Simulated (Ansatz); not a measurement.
`OB[SiH3]` + `[SiH3]S` → `[SiH3]BS[SiH3]` + H₂O at 600 K and 1 bar (ligand exchange at a B–O bond).

Computed with Ansatz on PBE0-D4/def2-TZVP structures; ΔE is electronic, products minus reactants. CCSD(T)/CBS adds triple-zeta CCSD(T) − MP2 to the extrapolated MP2 energy (def2 sets, frozen cores). This one scheme is used for every species. One conformer a species, not always the lowest.

```json
{"species": "`OB[SiH3]`", "CCSD(T)/CBS energy (Eh)": "-392.07510", "H − E (kJ/mol)": "182.6", "S (J/(mol·K))": "365.1"}
{"species": "`[SiH3]S`", "CCSD(T)/CBS energy (Eh)": "-689.27336", "H − E (kJ/mol)": "126.3", "S (J/(mol·K))": "326.2"}
{"species": "`[SiH3]BS[SiH3]`", "CCSD(T)/CBS energy (Eh)": "-1004.95639", "H − E (kJ/mol)": "237.5", "S (J/(mol·K))": "473.8"}
{"species": "H₂O", "CCSD(T)/CBS energy (Eh)": "-76.37941", "H − E (kJ/mol)": "76.8", "S (J/(mol·K))": "212.8"}
```

H − E and S are ideal-gas, rigid-rotor, harmonic terms from PBE0-D4/def2-TZVP, for one conformer and one mirror image of each species. 1 Eh = 2625.50 kJ/mol, R = 8.31446 J/(mol·K).

**Question.** By hand: ΔE, ΔH, ΔS and ΔG.

**Answer.** ΔE = (-1004.95639) + (-76.37941) − (-392.07510) − (-689.27336) = 0.01266 Eh = 33.2 kJ/mol. Δ(H − E) = 237.5 + 76.8 − 182.6 − 126.3 = 5.4, so ΔH = 38.6 kJ/mol. ΔS = 473.8 + 212.8 − 365.1 − 326.2 = -4.7 J/(mol·K). ΔG = 38.6 − 600 × (-4.7)/1000 = 41.4 kJ/mol.

**Question.** By hand: the equilibrium constant, and the temperature at which ΔG would vanish if ΔH and ΔS stayed fixed.

**Answer.** log₁₀ K = −ΔG/(RT ln 10) = -3.6. ΔH and −TΔS have one sign here, so there is no such temperature. One of them is within its doubt of zero, so this could turn.

The number of gas molecules stays the same, so ΔS is small and ΔH decides. A doubt of 5 kJ/mol in ΔE shifts log₁₀ K by 0.4 here. Other conformers and mirror images would add mixing entropy, several J/(mol·K) or more a flexible species. These are equilibria of isolated gas molecules and say nothing of rates. Largest T1 diagnostic: 0.015 (customary marks: 0.02 for closed shells, 0.045 for open ones).
